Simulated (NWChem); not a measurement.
# Basis-set convergence for H$_{5}$AlO$_{2}$

```xyz
8

Al     0.6642    -0.3721    -0.1861
H      1.2813    -1.1653     1.0495
H      1.5682     0.1112    -1.3992
O     -1.0447    -0.6600    -0.5209
H     -1.4232    -0.9859    -1.3417
O     -0.0837     1.2462     0.7575
H     -0.9913     0.9586     0.4919
H     -0.0428     1.2299     1.7259
```
Charge 0, spin multiplicity 1.

Everything below was run with NWChem. Structure: optimised with B3LYP/def2-SVP, a minimum by its harmonic frequencies. It is one conformer; others weren't searched.

Quantity: vertical ionisation energy at the level ΔPBE (Δ: difference of total energies, the cation a doublet at the parent's geometry; it is the state that the SCF runs reached, from PBE0 orbitals for Hartree-Fock references, and need not be the lowest).

The Pople sets run with spherical d functions. The structure started from a generated list of species. The stability of the SCF solutions was not checked.

The cost column gives rough processor time relative to STO-3G; each entry includes its own SCF.

```csv
basis,functions,vertical ionisation energy (eV),relative cost
STO-3G,24,[?],1
3-21G,41,[?],under 3
6-31G*,56,[?],under 3
6-31+G*,68,9.50,under 3
def2-SVPD,110,9.50,5
aug-cc-pVDZ,118,9.46,20
def2-TZVP,129,9.45,7
pcseg-2,164,9.49,10
def2-TZVPD,168,9.49,30
aug-cc-pVTZ,257,9.48,200
```

Q: Fill in the missing entries.

A: 
- STO-3G, vertical ionisation energy (eV): 5.65
- 3-21G, vertical ionisation energy (eV): 9.03
- 6-31G*, vertical ionisation energy (eV): 9.27
